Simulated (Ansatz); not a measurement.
`B/C=C/C`. Charge 0, multiplicity 1.

```json
{"atom": "B1", "x (Å)": "-1.837", "y (Å)": "-0.444", "z (Å)": "0.994"}
{"atom": "C2", "x (Å)": "-0.400", "y (Å)": "-0.571", "z (Å)": "0.499"}
{"atom": "C3", "x (Å)": "0.144", "y (Å)": "0.379", "z (Å)": "-0.282"}
{"atom": "C4", "x (Å)": "1.521", "y (Å)": "0.382", "z (Å)": "-0.832"}
{"atom": "H5", "x (Å)": "-2.476", "y (Å)": "0.520", "z (Å)": "0.677"}
{"atom": "H6", "x (Å)": "-2.345", "y (Å)": "-1.276", "z (Å)": "1.689"}
{"atom": "H7", "x (Å)": "0.227", "y (Å)": "-1.425", "z (Å)": "0.756"}
{"atom": "H8", "x (Å)": "-0.477", "y (Å)": "1.236", "z (Å)": "-0.544"}
{"atom": "H9", "x (Å)": "1.496", "y (Å)": "0.428", "z (Å)": "-1.926"}
{"atom": "H10", "x (Å)": "2.083", "y (Å)": "-0.503", "z (Å)": "-0.529"}
{"atom": "H11", "x (Å)": "2.063", "y (Å)": "1.275", "z (Å)": "-0.503"}
```

Q: Give the diagnostics of a CCSD(T)/def2-TZVPP run (frozen core, Ansatz). (Estimate.)

A: Computed: T1 = 0.0106, largest single amplitude 0.019, largest double 0.061, (T) share of the correlation energy 4.0 %, 9 CCSD cycles. The RHF solution is stable towards an unrestricted one. T1 lies under the customary mark of 0.02 for closed shells.
